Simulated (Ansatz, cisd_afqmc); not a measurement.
Species: F, charge 0, doublet.

Total energies in aug-cc-pVTZ-DK, 7 correlated electrons, 1 frozen orbitals. Open shells are spin-unrestricted; no spin-orbit coupling. The -DK rows use spin-free X2C. AFQMC/CISD: phaseless, guided by CISD from CCSD amplitudes; bars are statistical, one sigma. Outlying blocks are dropped, and bars are widened where a walk drifts. Over all cases where full CI ran beside it in this data, AFQMC minus full CI had a median of +0.1 mEh and passed +0.4 mEh in a tenth of the cases.

```csv
method,program,energy (Eh),minus CCSDTQ (mEh)
HF,Ansatz,-99.49368,221.40
MP2,Ansatz,-99.69907,16.00
CCSD,Ansatz,-99.71040,4.68
CCSD(T),Ansatz,-99.71478,0.30
CCSDT(Q),Ansatz,-99.71508,-0.01
CCSDTQ,Ansatz,-99.71508,0.00
AFQMC/CISD,cisd_afqmc,-99.7149 ± 0.0002,0.2 ± 0.2
```

Ansatz is a first-principles code.
